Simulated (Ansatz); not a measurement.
(KNH2)2 ring (K₂N₂H₄). Charge 0, multiplicity 3. Geometry r2SCAN-D4/def2-SVP, that of the neutral singlet; atoms count from 1.

```xyz
8

K    -1.632    0.601    0.430
N     0.709    0.742    1.657
K     1.635   -0.590   -0.436
N    -0.709   -0.741   -1.657
H     1.101    1.674    1.854
H     0.796    0.304    2.586
H    -0.801   -0.314   -2.591
H    -1.099   -1.676   -1.843
```

At PBE0-D4/def2-TZVP a singlet of charge 0 lies 2.69 eV below the triplet at the same geometry.

Question: Estimate the Mulliken populations from the PBE0/def2-TZVP orbitals of Ansatz.

Answer: 
| atom | charge (e) | spin (α − β) |
| --- | --- | --- |
| K1 | 0.36 | 0.47 |
| N2 | -0.82 | 0.54 |
| K3 | 0.36 | 0.47 |
| N4 | -0.82 | 0.54 |
| H5 | 0.23 | 0.00 |
| H6 | 0.23 | 0.00 |
| H7 | 0.23 | 0.00 |
| H8 | 0.23 | 0.00 |
Mulliken values and Mayer orders depend strongly on the basis.

Question: Where does the spin sit?

Answer: Summed by element: K 0.94, N 1.07, H -0.01, of 2 unpaired in all. Largest on single atoms: N2 0.54, N4 0.54, K1 0.47.

Question: And the Mayer bond orders between bonded heavy atoms (over 0.3)?

Answer: K1–K3 0.45 (3.58 Å). Values over 0.3 also appear between atoms too far apart for a bond (N2–N4 0.38 at 3.90 Å); they arise where an orbital or an unpaired electron spreads over both atoms.
